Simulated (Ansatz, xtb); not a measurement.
Internal rotation in SMILES C=Cc1cccc(C#N)c1. Scanned: dihedral C1–C2–C3–C4; all other coordinates were relaxed at B3LYP-D3(BJ)/def2-SVP. Points at φ and −φ are mirror images. Heavy atoms are numbered in the order of the SMILES C=Cc1cccc(C#N)c1, hydrogens after them in the order of the atoms that carry them; the mirror image has the same energies with the sign of each dihedral reversed.

Computed with: GFN1-xTB // B3LYP-D3(BJ)/def2-SVP (xtb); CCSD(T)/cc-pVDZ = Ansatz (a quantum-chemistry and plane-wave program) with CCSD(T) on RHF/cc-pVDZ, frozen core // B3LYP-D3(BJ)/def2-SVP.

Energies relative to the lowest point of each profile, in mEh:

| φ / ° | GFN1-xTB |
|---|---|
| -165 | 0.0 |
| -135 | 1.4 |
| -105 | 4.3 |
| -75 | 4.4 |
| -45 | 1.5 |
| -15 | 0.0 |
| 15 | 0.0 |
| 45 | 1.5 |
| 75 | 4.4 |
| 105 | 4.3 |
| 135 | 1.4 |
| 165 | 0.0 |

### Question
Estimate the CCSD(T)/cc-pVDZ values at these points.

### Answer
-165: 0.0; -135: 1.0; -105: 4.0; -75: 4.0; -45: 1.1; -15: 0.0; 15: 0.0; 45: 1.1; 75: 4.0; 105: 4.0; 135: 1.0; 165: 0.0 (mEh).
